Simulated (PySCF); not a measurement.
A structure optimised at PBE-D3(BJ)/def2-SVP, used in a PySCF frequency run:

```
C
H 1 1.1005
H 1 1.1043 2 112.72
H 1 1.1043 2 112.68 3 126.76
C 1 1.6455 2 109.75 4 116.56
O 5 1.2320 1 110.88 2 179.57
O 5 1.2410 6 140.56 1 -179.96
```
Charge 0, spin multiplicity 2.

Q: Write its SMILES and formula.

A: CC([O])=O, C₂H₃O₂

Q: What are its rotational constants (standard atomic weights)?

A: 10.847, 10.327, 5.4823 GHz
